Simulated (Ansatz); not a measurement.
Reaction (redistribution): `O[SiH2][SnH2][OH]` + `O[SiH](Cl)Br` → `O[SiH2][SnH2][Cl]` + `O[SiH](O)Br`

Program: Ansatz. Geometries: PBE0-D4/def2-TZVP. ΔE: electronic, gas phase. CCSD(T)/CBS adds triple-zeta CCSD(T) − MP2 to the extrapolated MP2 energy (def2 sets, frozen cores). Functionals use def2-TZVPP. Elements past krypton have def2 core potentials. For Br, Sn outer-core shells are correlated without core-valence functions, which leaves a few kJ/mol of doubt a bond. Scalar relativity is left out up to krypton. One conformer a species, not always the lowest.

`O[SiH2][SnH2][OH]`:

Cartesian coordinates in Å:
```
O -2.189 -0.219 0.348
Si -0.752 -0.081 1.154
Sn 1.245 -0.167 -0.482
O 1.183 1.432 -1.647
H -2.385 -1.056 -0.076
H -0.597 -1.152 2.182
H -0.798 1.238 1.828
H 2.791 -0.040 0.226
H 1.191 -1.542 -1.513
H 0.312 1.586 -2.019
```

`O[SiH](Cl)Br`:

Cartesian coordinates in Å:
```
O -0.059 1.226 -0.569
Si -0.256 -0.189 0.198
Cl 0.945 -0.316 1.844
Br 0.239 -1.887 -1.127
H 0.795 1.436 -0.953
H -1.664 -0.270 0.606
```

`O[SiH2][SnH2][Cl]`:

Z-matrix (Å, degrees):
```
Si
Sn 1 2.578
O 1 1.640 2 104.8
H 1 1.487 2 109.2 3 120.8
H 1 1.483 2 111.9 3 -118.4
Cl 2 2.375 1 95.9 3 -15.4
H 2 1.706 1 119.4 3 94.7
H 2 1.706 1 119.7 3 -125.8
H 3 0.964 1 116.0 2 19.1
```

`O[SiH](O)Br`:

```xyz
7

O     1.305    0.601    0.682
Si    0.102    0.185   -0.322
O    -1.323    0.243    0.468
Br    0.351   -1.890   -1.101
H     1.387    0.137    1.518
H     0.181    1.108   -1.462
H    -2.002   -0.385    0.216
```

Problem. Is it downhill or uphill in electronic energy at CCSD(T)/CBS, and by how much? (An estimate is asked.)

Solution. Computed: Downhill: ΔE = -1.04 eV.

Problem. What do these levels give: ωB97X-V, B2PLYP, PBE, r2SCAN, CCSD(T)/def2-TZVPP, SCS-MP2/def2-QZVPP? (Best estimate.)

Solution. Ansatz gave: ωB97X-V -1.04, B2PLYP -1.05, PBE -0.97, r2SCAN -1.06, CCSD(T)/def2-TZVPP -1.04, SCS-MP2/def2-QZVPP -1.03 eV.

Largest T1 diagnostic among the species: 0.014.

In def2-TZVPP, CCSD(T) changes the Hartree–Fock value by +0.15 eV (the triples alone add +0.02 eV) and MP2 by +0.15 eV. From PBE to PBE0 (25 % exact exchange), in def2-TZVPP and without D4, ΔE moves by −0.08 eV.
